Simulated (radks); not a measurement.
Question: Valence configurations of the selenium ion Se+ (all share [Ar]). All-electron calculation, scalar-relativistic Kohn-Sham, LDA (Slater exchange, Perdew-Wang correlation), spin-polarised, spherical densities, point nucleus; open shells are filled with parallel spins first. Program: a radial shooting solver on a logarithmic mesh with Libxc functionals. Order these by energy: 3d10 4s1.5 4p3.5; 3d8 4s2 4p5; 3d10 4p5; 3d9.5 4s1 4p4.5; 3d10 4s2 4p3; 3d9 4s2 4p4; 3d9.5 4s2 4p3.5; 3d8.5 4s2 4p4.5; 3d7.5 4s2 4p5.5; 3d10 4s1 4p4.

Answer: From the lowest, in eV above it: 3d10 4s2 4p3 0.000; 3d10 4s1.5 4p3.5 5.731; 3d10 4s1 4p4 11.479; 3d10 4p5 24.893; 3d9.5 4s2 4p3.5 25.780; 3d9.5 4s1 4p4.5 37.691; 3d9 4s2 4p4 53.835; 3d8.5 4s2 4p4.5 84.233; 3d8 4s2 4p5 117.03; 3d7.5 4s2 4p5.5 152.29. NIST lists [Ar] 3d10 4s2 4p3 as the ground configuration; this level of theory agrees among the configurations tried. The energies are those of spherical high-spin densities, not of single terms.
